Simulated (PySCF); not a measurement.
**Excitation energy of Pt by level of theory**

Pt [Xe] 4f14 5d9 6s1 (3D) → Pt [Xe] 4f14 5d9 6p1 (high-spin determinant), as a difference of total energies. Calculation: PySCF 2.14, in aug-cc-pVQZ-PP with ECP60MDF (7s7p6d4f3g2h, 135 functions); scalar relativity through the core potential. Correlated levels: valence: 5s2 5p6 frozen. The calculations carry no spin-orbit coupling.

| method | excitation energy (eV) |
| --- | --- |
| UHF | 4.000 |
| LDA | 5.010 |
| PBE | 4.789 |
| PBE0 | 4.666 |
| r2SCAN | 4.860 |
| TPSS | 4.782 |
| TPSSh | 4.736 |
| BLYP | 4.818 |
| MP2 (valence) | 4.821 |
| SCS-MP2 (valence) | 4.726 |

Q: How much does correlation contribute at MP2 (valence)?

A: 4.821 − (4.000) = 0.821 eV, measured against UHF.

The determinant of the upper state mixes LS terms, which raises its energy above the lowest term, most at the Hartree-Fock and MP2 levels.
